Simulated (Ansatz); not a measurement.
A nudged elastic band was laid between two geometries of C2H3AlO (7 atoms, charge 0, multiplicity 1).

The calculation used RKS B3LYP-D4/def2-SVP (Ansatz).

- movable images: 5
- climbing image: yes
- spring: 50.0 eV/Å²
- optimiser: quadratic models (default)
- start path: IDPP
- force threshold: 0.03 eV/Å
- iteration limit: 44
- end points: relaxed

First end point:

```xyz
7
Properties=species:S:1:pos:R:3
O -1.756 0.244 -0.479
C -0.434 0.158 -0.294
C 0.305 -0.401 0.731
Al 1.414 0.333 -0.570
H -2.211 -0.177 0.272
H -0.059 -0.908 1.637
H 2.742 0.751 -1.296
```

Last end point:

```xyz
7
Properties=species:S:1:pos:R:3
O -1.813 -0.017 -0.009
C -0.470 0.019 -0.044
C 0.401 -0.493 0.897
Al 1.333 0.294 -0.502
H -2.151 0.419 -0.803
H 0.153 -1.013 1.830
H 2.547 0.790 -1.369
```

(1) Which bonds break or form, and what moves?

(2) What energy profile does the band end with?

(3) What is the geometry of the highest image?

Results:

(1) No bond is made or broken. The dihedral H5–O1–C2–C3 goes from 0 to -180°.

(2) It converged. The highest image is number 3 of 0 to 6, 0.36 eV above the first end and 0.39 eV above the last; the last end lies 0.03 eV below the first. Another band between the same ends (5 images) ends at a top of the same energy, where a vibrational analysis finds 1 clearly imaginary mode.

```csv
image,path coordinate (Å),energy (eV),dihedral H5–O1–C2–C3 (°)
0,0.00,0.00,0
1,0.34,0.07,20
2,0.68,0.25,52
3,1.02,0.36,88
4,1.36,0.26,123
5,1.71,0.06,154
6,2.05,-0.03,-180
```

(3) 
```xyz
7
Properties=species:S:1:pos:R:3
O -1.797 -0.129 -0.388
C -0.448 0.003 -0.231
C 0.390 -0.620 0.661
Al 1.346 0.465 -0.535
H -2.249 0.499 0.193
H 0.115 -1.327 1.456
H 2.643 1.109 -1.155
```

The run took 2.2 min on 1 thread of AMD EPYC 7R43 64-Core Processor (Zen 3), on a shared host, peak memory 0.15 GiB.
